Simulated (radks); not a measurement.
Q: Species: Ru. Configuration: [Kr] 4d5 5s1 5p2 (not the ground configuration). Calculated with a radial shooting solver on a logarithmic mesh with Libxc functionals: Dirac Kohn-Sham, PBE, spin-unpolarised, spherical densities, finite nucleus; open shells fill j = l - 1/2 first; Fermi nuclear charge, rms radius 4.4809 fm. Some entries of the table are withheld. Estimate them.

orbital,occ.,eigenvalue (hartree),<r> (bohr),r(max) (bohr)
1s1/2,2,-806.1018,(1),0.02171
2s1/2,2,-116.2033,0.1453,0.1230
2p1/2,2,(2),0.1236,0.09548
2p3/2,4,(3),0.1284,0.09947
3s1/2,2,(4),0.4024,0.3618
3p1/2,2,-17.35910,0.3956,0.3486
3p3/2,4,-16.54262,0.4063,0.3581
3d3/2,4,-10.50136,0.3820,0.2995
3d5/2,6,-10.34226,0.3855,0.3022
4s1/2,2,(5),(6),0.9128
4p1/2,2,-2.13298,1.093,0.9624
4p3/2,4,-2.00526,1.122,0.9865
4d3/2,4,-0.48014,1.498,(7)
4d5/2,1,-0.46582,1.514,(8)
5s1/2,1,-0.28367,2.938,2.495
5p1/2,2,-0.11618,3.834,3.112
5p3/2,0,-0.10781,3.961,3.211

A: 
(1) 1s1/2 <r> (bohr): 0.03344
(2) 2p1/2 eigenvalue (hartree): -107.4009
(3) 2p3/2 eigenvalue (hartree): -102.5899
(4) 3s1/2 eigenvalue (hartree): -20.77343
(5) 4s1/2 eigenvalue (hartree): -3.15807
(6) 4s1/2 <r> (bohr): 1.012
(7) 4d3/2 r(max) (bohr): 1.170
(8) 4d5/2 r(max) (bohr): 1.180
